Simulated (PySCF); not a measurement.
BF2H3Si. Atoms are numbered in the order given.

```xyz
7

B     -0.4469     0.1871    -0.3321
F     -1.5944    -0.4663    -0.4596
F     -0.3434     1.3189    -1.0189
Si     1.0875    -0.4793     0.8305
H      1.4695     0.5801     1.8061
H      2.2690    -0.7638    -0.0325
H      0.7110    -1.7154     1.5669
```

The structure is a stationary point at TPSSh-D3(BJ)/def2-SVP.

Level of theory: CAM-B3LYP/def2-TZVPD (PySCF).

Gas-phase values at a fixed geometry.

```json
{
 "total_energy": "-515.99240 hartree",
 "highest_occupied_level": "-10.62 eV",
 "lowest_empty_level": "-0.15 eV",
 "orbital_gap": "10.47 eV",
 "dipole_moment": "1.07 D",
 "quadrupole, principal values (traceless, Buckingham form, about the centre of nuclear charge)": "-2.00, -1.71, 3.71 D·Å",
 "mean_static_polarisability": "44.3 bohr³ (6.56 Å³)",
 "polarisability_principal_values": "40.2, 43.6, 49.0 bohr³"
}
```
